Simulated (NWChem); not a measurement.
System: SiH₄S₂; SMILES S[SiH2]S

```xyz
7

Si     0.0000     0.0000    -0.7226
S      1.8249     0.0514     0.4265
S     -1.8249    -0.0514     0.4265
H      0.1022     1.2203    -1.5575
H     -0.1022    -1.2203    -1.5575
H      1.6283    -1.1113     1.0867
H     -1.6283     1.1113     1.0867
```
Atoms are numbered in this order, from 1.

Program: NWChem. Geometry: optimised at B3LYP/6-31G* (spherical d). Level: M05-2X/def2-SVP with SMD (1 M gas to 1 M solution), gas-phase geometry. Reactions with the solvent are ignored.

```json
[
 {"solvent": "water", "dielectric constant": "78.4", "solvation free energy (kcal/mol)": "-1.5", "cavity-dispersion-structure term (kcal/mol)": "1.8", "dipole in solution (D)": "0.15"},
 {"solvent": "acetonitrile", "dielectric constant": "35.7", "solvation free energy (kcal/mol)": "-4.7", "cavity-dispersion-structure term (kcal/mol)": "-1.5", "dipole in solution (D)": "0.15"},
 {"solvent": "dimethyl sulfoxide", "dielectric constant": "46.8", "solvation free energy (kcal/mol)": "-3.9", "cavity-dispersion-structure term (kcal/mol)": "-0.7", "dipole in solution (D)": "0.15"},
 {"solvent": "1,4-dioxane", "dielectric constant": "2.21", "solvation free energy (kcal/mol)": "-3.2", "cavity-dispersion-structure term (kcal/mol)": "-1.5", "dipole in solution (D)": "0.13"},
 {"solvent": "dichloromethane", "dielectric constant": "8.93", "solvation free energy (kcal/mol)": "-5.2", "cavity-dispersion-structure term (kcal/mol)": "-2.3", "dipole in solution (D)": "0.15"},
 {"solvent": "2-propanol", "dielectric constant": "19.3", "solvation free energy (kcal/mol)": "-5.3", "cavity-dispersion-structure term (kcal/mol)": "-2.2", "dipole in solution (D)": "0.15"},
 {"solvent": "cyclohexanone", "dielectric constant": "15.6", "solvation free energy (kcal/mol)": "-4.5", "cavity-dispersion-structure term (kcal/mol)": "-1.4", "dipole in solution (D)": "0.15"}
]
```
